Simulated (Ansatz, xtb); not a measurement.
# Two isomers of C4H8GeOSi

We compare X, `[SiH3]c1coc[c]1[GeH3]`, a singlet, with Y, `[SiH3]c1co[c]([GeH3])c1`, a singlet. Both are isolated molecules in the gas phase, relaxed with PBE-D3(BJ)/def2-SVP.

Quicker runs give these differences E(Y) − E(X): GFN2-xTB −1.50 kcal/mol; HF/STO-3G −2.11 kcal/mol (at GFN2-xTB geometries); r2SCAN-D4/def2-SVP +0.64 kcal/mol (at GFN2-xTB geometries).

**Question.** Estimate which is lower in electronic energy at CCSD(T)/def2-SVP + ΔMP2/def2-TZVPP, and by roughly how much.

**Answer.** CCSD(T)/def2-SVP + ΔMP2/def2-TZVPP gives E(Y) − E(X) = +0.80 kcal/mol, slightly favouring structure X, which is too small a margin to settle the true order.

How the difference moves with the method:

```tsv
level	geometry	E(Y) − E(X) (kcal/mol)	departure from the last row (kcal/mol)	job, with rough time for the two
GFN2-xTB	GFN2-xTB	−1.50	−2.30	optimisation, 0.27 s
HF/STO-3G	GFN2-xTB	−2.11	−2.91	single point, 0.66 s
r2SCAN-D4/def2-SVP	GFN2-xTB	+0.64	−0.16	single point, 3.7 s
PBE-D3(BJ)/def2-SVP	PBE-D3(BJ)/def2-SVP	+0.53	−0.27	optimisation, 31 s
HF/def2-SVP	PBE-D3(BJ)/def2-SVP	−0.11	−0.91	part of the CCSD(T) run
MP2/def2-SVP	PBE-D3(BJ)/def2-SVP	+0.83	+0.03	part of the CCSD(T) run
CCSD(T)/def2-SVP	PBE-D3(BJ)/def2-SVP	+0.74	−0.06	single point
CCSD(T)/def2-SVP + ΔMP2/def2-TZVPP	PBE-D3(BJ)/def2-SVP	+0.80		single point, 81 s
```

As drawn, both hold the same kinds of bond in the same numbers.

The largest departure from CCSD(T)/def2-SVP + ΔMP2/def2-TZVPP is that of HF/STO-3G, 2.91 kcal/mol. The last row adds to CCSD(T) the change of the MP2 difference between the two basis sets, here +0.06 kcal/mol.

With thermal terms from frequencies at re-optimised GFN2-xTB minima (ideal gas, soft modes damped towards free rotors, one conformer each, 298.15 K, 1 atm): the zero-point term adds +0.04 kcal/mol; ΔH is +0.95 and ΔG +0.55 kcal/mol.

The correlated steps freeze 19 core orbitals; the filled d shell of Ge is correlated, in a basis made for valence electrons. Codes used: Ansatz 0.2.0, xtb 6.7.1; the last row on 2 threads of Intel(R) Xeon(R) 6975P-C (Granite Rapids) on a shared host.
